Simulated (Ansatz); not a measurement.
Ag₂Te₄. Total charge 0; singlet. Geometry PBE0-D4/def2-SVP; atoms count from 1.

Cartesian coordinates in Å:
```
Ag 2.1071 0.0323 -1.7975
Ag 2.3547 1.3569 0.6630
Te -2.9431 0.4689 0.4062
Te -2.0466 -2.0358 0.8330
Te 0.7662 -1.1180 0.4505
Te -0.2383 1.2956 -0.5553
```

In the def2 sets Ag, Te take a core potential; there is no spin–orbit coupling. The restricted singlet is unstable towards broken spin symmetry in Hartree–Fock (as tested in another run); at PBE0-D4/def2-TZVP this wasn't settled. Another isomer (singlet) lies 1.89 eV lower at PBE0-D4/def2-TZVP; other spin states weren't run for this one.

Question: Estimate the Mulliken populations from the PBE0/def2-TZVP orbitals of Ansatz.

Answer: 
```csv
atom,charge (e),d electrons
Ag1,0.14,9.92
Ag2,0.14,9.92
Te3,-0.16,–
Te4,-0.16,–
Te5,0.02,–
Te6,0.02,–
```
Mulliken values depend strongly on the basis.

Question: And the Mayer bond orders between heavy atoms (over 0.3)?

Answer: Ag1–Ag2 0.37 (2.81 Å); Ag1–Te5 0.49 (2.86 Å); Ag1–Te6 0.41 (2.94 Å); Ag2–Te5 0.40 (2.95 Å); Ag2–Te6 0.48 (2.87 Å); Te3–Te4 1.26 (2.69 Å); Te3–Te6 0.66 (2.99 Å); Te4–Te5 0.66 (2.98 Å); Te5–Te6 1.01 (2.80 Å).
